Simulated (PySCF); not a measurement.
Work out the structure from these simulated measurements.

Formula: BH3O3.

- Polarisability: 28.3 au [B3LYP/def2-SVPD]
- NMR, other nuclei: isotropic shieldings of nuclei other than C and H, by class: 76 (1 B), 247 (3 O) ppm [GIAO CAM-B3LYP/pcSseg-2]
- Dipole: 2.75 D [B3LYP/def2-SVPD]
- Rotational structure: rotational constants A, B, C: 9.909, 9.877, 5.015 GHz [PBE0-D3(BJ)/def2-SVP]
- UV, strongest line: among the 10 lowest singlet transitions: S6 at 8.74 eV (142 nm, f = 0.044) [TDDFT B3LYP/def2-SVPD]
- 1H NMR: chemical shifts (computed TMS as zero) by class: 2.42 (3 H) ppm [GIAO CAM-B3LYP/pcSseg-2]
- UV, first state: lowest singlet excitation: 7.09 eV (175 nm, f = 0.031) [TDDFT B3LYP/def2-SVPD]
- Triplet: lowest triplet excitation (Tamm–Dancoff): 6.84 eV [TDA B3LYP/def2-SVPD]
- XPS: B1s 198.6, O1s 539.2 (×3) eV [ΔSCF SCAN, pcX-2 on the ionised atom, pcseg-1 elsewhere, spin-free X2C]

Electronic properties: PySCF, gas phase, density fitting. Levels stand in brackets. Geometry: PBE0-D3(BJ)/def2-SVP, one conformer, isolated molecule. NMR classes are plain means over equivalent atoms (diastereotopic ones count apart unless rotation or inversion swaps them), as if these changed places fast.

Task: What is the compound? Reason from the data.

Result: Numbering: `[OH:1][B:2]([OH:3])[OH:4]`. All hydrogens form one class (2.42 ppm): hydroxyl hydrogen. The other shieldings belong to: 76 ppm, three-coordinate boron [B2]; 247 ppm, boron-bound oxygen [O1/O3/O4]. The core levels belong to: B1s 198.6 eV, three-coordinate boron [B2]; O1s 539.2 eV, boron-bound oxygen [O1/O3/O4]. One atom of each topological class was ionised and stands for its class. S1 is mainly HOMO→LUMO (weight 0.98); the largest Löwdin shares of the orbital it empties are 0.63 on a boron-bound oxygen, 0.14 on each of 2 atoms of one kind (boron-bound oxygen) and 0.04 on a hydroxyl hydrogen, of the orbital it fills 0.47 on the three-coordinate boron, 0.15 on a boron-bound oxygen, 0.11 on a hydroxyl hydrogen and 0.08 on a boron-bound oxygen. The optimised geometry has point group Cs and is an asymmetric top. Structure: `OB(O)O`. The assignments are read from this structure; whether some other isomer fits the data as well wasn't checked.

The values belong to the conformer `[OH:1][B:2]([OH:3])[OH:4]`: H–O1–B2–O3 1°, H–O3–B2–O1 91°, H–O4–B2–O1 177°.
